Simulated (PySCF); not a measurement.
A calculated (LDA, PySCF 2.14, def2-TZVP, the non-relativistic Hamiltonian (point nucleus)) atom or ion has these occupied shells.

```json
{"shell": "1s α", "electrons": "1", "orbital energy (eV)": "-10785.3", "rms radius, mean of both spins (bohr)": "0.0554"}
{"shell": "1s β", "electrons": "1", "orbital energy (eV)": "-10785.2", "rms radius, mean of both spins (bohr)": "0.0554"}
{"shell": "2s α", "electrons": "1", "orbital energy (eV)": "-1336.4", "rms radius, mean of both spins (bohr)": "0.232"}
{"shell": "2s β", "electrons": "1", "orbital energy (eV)": "-1336.4", "rms radius, mean of both spins (bohr)": "0.232"}
{"shell": "2p α", "electrons": "3", "orbital energy (eV)": "-1191.4", "rms radius, mean of both spins (bohr)": "0.205"}
{"shell": "2p β", "electrons": "3", "orbital energy (eV)": "-1191.4", "rms radius, mean of both spins (bohr)": "0.205"}
{"shell": "3s α", "electrons": "1", "orbital energy (eV)": "-162.15", "rms radius, mean of both spins (bohr)": "0.683"}
{"shell": "3s β", "electrons": "1", "orbital energy (eV)": "-162.07", "rms radius, mean of both spins (bohr)": "0.683"}
{"shell": "3p α", "electrons": "3", "orbital energy (eV)": "-114.08", "rms radius, mean of both spins (bohr)": "0.707"}
{"shell": "3p β", "electrons": "3", "orbital energy (eV)": "-113.99", "rms radius, mean of both spins (bohr)": "0.707"}
{"shell": "3d α", "electrons": "5", "orbital energy (eV)": "-30.372", "rms radius, mean of both spins (bohr)": "0.830"}
{"shell": "3d β", "electrons": "5", "orbital energy (eV)": "-30.209", "rms radius, mean of both spins (bohr)": "0.830"}
{"shell": "4s α", "electrons": "1", "orbital energy (eV)": "-11.909", "rms radius, mean of both spins (bohr)": "2.30"}
{"shell": "4s β", "electrons": "1", "orbital energy (eV)": "-10.675", "rms radius, mean of both spins (bohr)": "2.30"}
{"shell": "4p α", "electrons": "2", "orbital energy (eV)": "-4.326", "rms radius, mean of both spins (bohr)": "3.03"}
```

(1) Name the element and its charge.

## Answers

(1) Ge (germanium, neutral), in [Ar] 3d10 4s2 4p2, high-spin 3P determinant.
